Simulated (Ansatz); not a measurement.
`[NH2][Ge][OH]` + HBr → `[OH][Ge][Br]` + NH₃ at 600 K and 1 bar (ligand exchange at a Ge–N bond).

Gas-phase electronic energies from Ansatz, PBE0-D4/def2-TZVP geometries. CBS: MP2 limit from def2 TZ/QZ plus the TZ coupled-cluster correction, frozen cores. This one scheme is used for every species. For Br, Ge outer-core shells are correlated without core-valence functions, which leaves a few kJ/mol of doubt a bond. Scalar relativity is left out up to krypton. One conformer a species, not always the lowest.

| species | CCSD(T)/CBS energy (Eh) | H − E (kJ/mol) | S (J/(mol·K)) |
| --- | --- | --- | --- |
| `[NH2][Ge][OH]` | -2207.83457 | 142.2 | 350.7 |
| HBr | -2573.91920 | 33.5 | 219.1 |
| `[OH][Ge][Br]` | -4725.27533 | 71.4 | 350.0 |
| NH₃ | -56.50880 | 112.4 | 219.5 |

H − E and S are ideal-gas, rigid-rotor, harmonic terms from PBE0-D4/def2-TZVP, for one conformer and one mirror image of each species. 1 Eh = 2625.50 kJ/mol, R = 8.31446 J/(mol·K).

By hand: ΔE, ΔH, ΔS and ΔG.

ΔE = (-4725.27533) + (-56.50880) − (-2207.83457) − (-2573.91920) = -0.03036 Eh = -79.7 kJ/mol. Δ(H − E) = 71.4 + 112.4 − 142.2 − 33.5 = 8.1, so ΔH = -71.6 kJ/mol. ΔS = 350.0 + 219.5 − 350.7 − 219.1 = -0.3 J/(mol·K). ΔG = -71.6 − 600 × (-0.3)/1000 = -71.4 kJ/mol.

By hand: the equilibrium constant, and the temperature at which ΔG would vanish if ΔH and ΔS stayed fixed.

log₁₀ K = −ΔG/(RT ln 10) = 6.2. ΔG = 0 at ΔH/ΔS = 238667 K, far beyond where these terms or the molecules hold.

The number of gas molecules stays the same, so ΔS is small and ΔH decides. A doubt of 5 kJ/mol in ΔE shifts log₁₀ K by 0.4 here. Other conformers and mirror images would add mixing entropy, several J/(mol·K) or more a flexible species. These are equilibria of isolated gas molecules and say nothing of rates. Largest T1 diagnostic: 0.014 (customary marks: 0.02 for closed shells, 0.045 for open ones).
